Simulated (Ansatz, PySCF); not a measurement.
Caution: the highest occupied level lies above zero, so the state may not be bound. This singlet lies 1.15 eV below the relaxed triplet at the level B3LYP/aug-cc-pVTZ // PBE0-D3(BJ)/def2-TZVPD (Ansatz, a first-principles code).

## C₂H₅AlN, SMILES `[Al-]([NH2])[CH]=C` (lower singlet) (charge -1, multiplicity 1)

All values below come from PBE-D3(BJ)/def2-TZVPD // PBE0-D3(BJ)/def2-TZVPD (PySCF).

| Quantity | Result |
|---|---|
| HOMO | 1.02 eV |
| total energy | -10235.95 eV |
| cost | very roughly 50 core-seconds |

```xyz
9

C     -2.0065    -0.0425    -0.0636
C     -0.6902     0.1814     0.0050
Al     0.7438    -1.2748    -0.1627
N      2.1997    -0.1579     0.0411
H     -2.7706     0.7353     0.0262
H     -2.3921    -1.0529    -0.2187
H     -0.4117     1.2362     0.1631
H      3.1591    -0.4699     0.0254
H      2.1686     0.8450     0.1842
```
Charge -1, spin multiplicity 1.
